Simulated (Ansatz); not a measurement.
Basis sets compared for `FC(F)(F)c1cnc(-c2cnc(-c3cnc(-c4cnc(-c5cnc(-c6cnc(C(F)(F)F)s6)s5)s4)s3)s2)s1`. The state is a singlet with charge 0. Geometry PBE-D4/def2-SVP. Ansatz on 2 threads of AMD EPYC 7R13 on a shared host and a share (18 GiB) of an NVIDIA H100 80GB HBM3; times are rough, and most runs start from earlier orbitals.

```xyz
44

F   -10.9269    1.9619    4.8810
C    -9.9855    2.1139    3.9233
F   -10.5137    1.6919    2.7497
F    -9.7393    3.4389    3.7885
C    -8.7492    1.3502    4.2859
C    -8.5318    0.5824    5.4198
N    -7.3142   -0.0135    5.5128
C    -6.5612    0.2723    4.4644
C    -5.2154   -0.2217    4.2894
C    -4.5152   -1.0530    5.1699
N    -3.2591   -1.3937    4.8030
C    -2.9285   -0.8528    3.6400
C    -1.6498   -1.0446    3.0055
C    -0.5832   -1.8072    3.4984
N     0.5291   -1.8477    2.7322
C     0.3856   -1.1324    1.6264
C     1.4126   -0.9963    0.6260
C     2.6861   -1.5767    0.6576
N     3.4898   -1.3100   -0.3973
C     2.8921   -0.5256   -1.2812
C     3.5038   -0.0762   -2.5027
C     3.0135    0.7420   -3.5259
N     3.8539    0.9797   -4.5596
C     5.0146    0.3641   -4.3819
C     6.1012    0.4444   -5.3335
C     6.1035    1.1485   -6.5400
N     7.2507    1.0711   -7.2679
C     8.1406    0.3275   -6.6616
C     9.5226    0.0339   -7.2028
F     9.7225    0.6531   -8.3707
F    10.4756    0.4391   -6.3292
F     9.6939   -1.2977   -7.3848
S     7.6364   -0.3509   -5.1221
S     5.1322   -0.5668   -2.8892
S     1.2432   -0.0580   -0.8349
S    -1.1928   -0.3423    1.4763
S    -4.2034    0.1414    2.9170
S    -7.3395    1.3248    3.2738
H    -9.2802    0.4453    6.2127
H    -4.9516   -1.4156    6.1108
H    -0.6372   -2.3469    4.4539
H     3.0246   -2.2142    1.4858
H     2.0063    1.1856   -3.5255
H     5.2430    1.7320   -6.8935
```

Single mean-field runs in def2-SVP, def2-TZVP are fitted with def2-universal-jkfit.

Binding counts from free atoms (F doublet, C triplet, N quartet, S triplet, H doublet) in the same basis, without a counterpoise term.

```csv
level,functions,energy (Eh),HOMO (eV),LUMO (eV),binding per atom (eV),wall time
PBE-D4/def2-SVP (with forces),586,-4077.7563,-5.49,-3.88,5.50,9.5 s
PBE0-D4/def2-SVP (with forces),586,-4077.9219,-6.32,-3.43,5.26,8.5 s
```

Question: Estimate the rows for PBE-D4/def2-TZVP, PBE0-D4/def2-TZVP.

Answer: 
| level | functions | energy (Eh) | HOMO (eV) | LUMO (eV) | binding per atom (eV) | wall time |
| --- | --- | --- | --- | --- | --- | --- |
| PBE-D4/def2-TZVP | 1250 | -4080.4941 | -5.53 | -3.98 | 5.40 | 11 s |
| PBE0-D4/def2-TZVP | 1250 | -4080.6527 | -6.27 | -3.45 | 5.18 | 16 s |
